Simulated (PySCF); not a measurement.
# Highest orbital energy against ionisation energy along the 5p block

Calculated with PySCF 2.14, no spin-orbit coupling. Each cell gives −ε(HOMO) / ΔSCF in eV; NIST values include spin-orbit coupling, (s) semi-empirical, (t) theoretical.

| species | UHF | LDA | PBE | PBE0 | r2SCAN | NIST (lowest levels) |
| --- | --- | --- | --- | --- | --- | --- |
| In²⁺ (aug-cc-pwCVTZ-DK3, spin-free X2C) | 26.777 / 26.626 | 24.536 / 28.976 | 24.142 / 28.570 | 24.974 / 28.211 | 24.355 / 28.229 | 28.044 |
| Sn²⁺ (aug-cc-pwCVTZ-DK3, spin-free X2C) | 28.778 / 28.520 | 26.518 / 31.161 | 26.078 / 30.684 | 26.986 / 30.337 | 26.243 / 30.301 | 30.506 |
| Sb²⁺ (aug-cc-pwCVTZ-DK3, spin-free X2C) | 24.462 / 24.154 | 20.609 / 24.953 | 20.512 / 24.718 | 21.675 / 24.755 | 20.886 / 24.873 | 25.323 |
| Te²⁺ (aug-cc-pwCVTZ-DK3, spin-free X2C) | 27.352 / 26.957 | 23.076 / 27.719 | 22.984 / 27.485 | 24.271 / 27.554 | 23.415 / 27.680 | 27.84 ± 0.04 |
| I²⁺ (aug-cc-pwCVTZ-DK3, spin-free X2C) | 30.324 / 29.849 | 25.562 / 30.498 | 25.489 / 30.286 | 26.912 / 30.402 | 26.001 / 30.559 | 29.57 ± 0.025 |
| Xe²⁺ (aug-cc-pwCVTZ-DK3, spin-free X2C) | 30.070 / 29.373 | 25.930 / 30.855 | 25.749 / 30.504 | 27.104 / 30.524 | 26.068 / 30.512 | 31.05 ± 0.04 (s) |

**Question.** How far is −ε(HOMO) from ΔSCF on average for each method, and why?

**Answer.** UHF 0.38 eV; LDA -4.66 eV; PBE -4.55 eV; PBE0 -3.31 eV; r2SCAN -4.20 eV. Hartree-Fock orbital energies lack relaxation and so exceed the ΔSCF value; semilocal functionals have convex E(N) from self-interaction, so their HOMO lies far too high; exact exchange moves hybrids part of the way back.
